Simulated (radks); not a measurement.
Ru34+, configuration [He] 2s1.5 2p6 3d0.5 (fractional occupations, a model configuration). Calculated with a radial shooting solver on a logarithmic mesh with Libxc functionals: scalar-relativistic Kohn-Sham, Wu-Cohen GGA, spin-polarised, spherical densities, point nucleus; open shells are filled with parallel spins first (spin-orbit coupling, left out, can overturn this in heavy ions).

Local quantities along the radius. ELF = 1/(1 + alpha^2) is the electron localisation function; alpha = (tau - tau_W)/tau_unif compares the Pauli kinetic energy density with that of the uniform gas (summed over spins). tau is taken from the large components.

r (bohr),ELF,alpha
0.001417,1.000,0.02028
0.001759,1.000,0.02046
0.0022,1.000,0.02099
0.002731,1.000,0.02193
0.003389,0.999,0.02339
0.004207,0.999,0.02557
0.005263,0.999,0.02889
0.006531,0.999,0.03365
0.008106,0.998,0.04079
0.01006,0.997,0.05190
0.01259,0.995,0.07082
0.01562,0.990,0.1025
0.01939,0.975,0.1603
0.02406,0.931,0.2719
0.0301,0.799,0.5021
0.03736,0.553,0.8990
0.04637,0.351,1.358
0.05755,0.329,1.430
0.072,0.486,1.028
0.08936,0.691,0.6684
0.1109,0.804,0.4931
0.1376,0.827,0.4568
0.1708,0.758,0.5658
0.2137,0.474,1.053
0.2652,0.127,2.626
0.3292,0.032,5.468
0.4086,0.015,8.038
0.5111,0.005,13.82
0.6344,0.001,34.74
0.7873,0.000,141.1
0.9771,0.000,1021

On this mesh the ELF has minima near r = 0.052 bohr, which separate the shells, and maxima near 0.14 (0.83).
